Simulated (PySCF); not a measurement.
Excitation energy of Nb+ by level of theory

Nb+ [Kr] 4d4 (5D) → Nb+ [Kr] 4d3 5p1 (high-spin determinant), as a difference of total energies. Computed with PySCF 2.14 in def2-TZVPPD with the def2 core potential (28 electrons), with scalar relativity through the core potential. Correlated levels: valence and next inner shell: nothing frozen outside the core potential. The calculations carry no spin-orbit coupling.

```
                                method  excitation energy (eV)
                                   UHF                   3.961
    MP2 (valence and next inner shell)                   4.467
SCS-MP2 (valence and next inner shell)                   4.288
   CCSD (valence and next inner shell)                   4.337
CCSD(T) (valence and next inner shell)                   4.334
```

Problem. How much does correlation contribute at CCSD(T) (valence and next inner shell)?

Solution. 4.334 − (3.961) = 0.373 eV, measured against UHF.

The determinant of the upper state mixes LS terms, which raises its energy above the lowest term, most at the Hartree-Fock and MP2 levels.
